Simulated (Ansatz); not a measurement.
`C[SiH](F)[GeH3]` → `[GeH3]`• + `C[SiH]F`•  (homolysis of the Ge–Si bond)

Isolated molecules relaxed with PBE0-D4/def2-TZVP in Ansatz; ΔE leaves out vibrations. CCSD(T)/CBS adds triple-zeta CCSD(T) − MP2 to the extrapolated MP2 energy (def2 sets, frozen cores). DFT in def2-TZVPP. B3LYP here is the variant with VWN-RPA as its local correlation; programs differ in this. HSE06 is defined as in plane-wave codes. Open shells (•) are unrestricted, without spin–orbit coupling. For Ge outer-core shells are correlated without core-valence functions, which leaves a few kJ/mol of doubt a bond. Scalar relativity is left out up to krypton.

`C[SiH](F)[GeH3]`:

Cartesian coordinates in Å:
```
C -0.901 -0.103 1.496
Si 0.514 0.510 0.459
F 0.446 2.116 0.387
Ge 0.441 -0.338 -1.766
H -0.849 -1.192 1.592
H -0.860 0.329 2.499
H -1.863 0.153 1.047
H 1.813 0.163 1.098
H 0.552 -1.874 -1.740
H -0.887 0.027 -2.452
H 1.596 0.209 -2.619
```

`[GeH3]`•:

```xyz
4

Ge    0.264    0.120   -0.200
H     0.257   -1.416   -0.303
H    -1.047    0.718   -0.742
H     0.527    0.578    1.245
```

`C[SiH]F`•:

Cartesian coordinates in Å:
```
C 0.240 -0.776 -0.083
Si 0.006 1.062 -0.279
F 0.312 1.774 1.132
H 1.275 -1.024 0.161
H -0.026 -1.286 -1.012
H -0.405 -1.154 0.717
H -1.404 1.404 -0.635
```

| level | ΔE (kJ/mol) | difference from CCSD(T)/CBS |
| --- | --- | --- |
| LDA (SPW92) | 353.3 | 20.5 |
| PBE-D4 | 312.3 | -20.5 |
| revPBE-D4 | 301.3 | -31.5 |
| BLYP-D4 | 301.9 | -30.9 |
| r2SCAN-D4 | 304.5 | -28.3 |
| B97M-V | 325.8 | -7.0 |
| PBE0-D4 | 314.9 | -17.9 |
| r2SCANh-D4 | 304.5 | -28.3 |
| HSE06-D4 | 314.4 | -18.4 |
| BHLYP-D4 | 312.8 | -20.0 |
| CAM-B3LYP-D4 | 313.2 | -19.6 |
| ωB97X-V | 331.0 | -1.8 |
| ωB97M-V | 324.5 | -8.3 |
| B2PLYP | 308.9 | -23.9 |
| PBE-QIDH | 319.7 | -13.1 |
| PBE | 304.4 | -28.4 |
| revPBE | 285.9 | -46.9 |
| BLYP | 286.4 | -46.4 |
| r2SCAN | 302.4 | -30.4 |
| PBE0 | 307.9 | -24.9 |
| B3LYP | 296.9 | -35.9 |
| r2SCANh | 302.1 | -30.7 |
| r2SCAN0 | 301.9 | -30.9 |
| HSE06 | 307.6 | -25.2 |
| BHLYP | 300.9 | -31.9 |
| CAM-B3LYP | 305.7 | -27.1 |
| LC-ωPBE | 308.8 | -24.0 |
| RPA@PBE/def2-TZVPP | 308.6 | -24.2 |
| HF/def2-SVP | 234.3 | -98.5 |
| MP2/def2-SVP | 305.6 | -27.2 |
| CCSD(T)/def2-SVP | 304.3 | -28.5 |
| HF/def2-TZVPP | 229.3 | -103.5 |
| MP2/def2-TZVPP | 322.6 | -10.2 |
| SCS-MP2/def2-TZVPP | 322.4 | -10.4 |
| CCSD/def2-TZVPP | 314.9 | -17.9 |
| CCSD(T)/def2-TZVPP | 321.2 | -11.6 |
| SCS-MP2/def2-QZVPP | 328.7 | -4.1 |
| HF/CBS(def2) | 226.8 | -106.0 |
| MP2/CBS(def2) | 334.2 | 1.4 |
| CCSD/CBS(def2) | 326.5 | -6.3 |
| CCSD(T)/CBS | 332.8 | 0 |

**Question.** What do rigid-rotor, harmonic-oscillator terms from PBE0-D4/def2-TZVP frequencies (298.15 K, 1 bar) make of the CCSD(T)/CBS value? (Estimate.)

**Answer.** Ansatz gave: ΔZPE = -12.5 kJ/mol, ΔH = +322.9 kJ/mol, ΔS = 157 J/(mol·K), ΔG = +275.9 kJ/mol. Open shells count their whole term as degenerate.

Largest T1 diagnostic among the species: 0.013.

Leaving LDA and LC-ωPBE aside and taking each functional with its dispersion term where it has one, the values spread over 29.7 kJ/mol, from revPBE-D4 to ωB97X-V. LDA lies +48.9 kJ/mol from PBE without D4, its usual overbinding. In def2-TZVPP, CCSD(T) changes the Hartree–Fock value by +91.9 kJ/mol (the triples alone add +6.3 kJ/mol) and MP2 by +93.3 kJ/mol; breaking electron pairs costs correlation energy, which Hartree–Fock lacks. From BLYP to BHLYP (50 % exact exchange), in def2-TZVPP and without D4, ΔE moves by +14.5 kJ/mol.
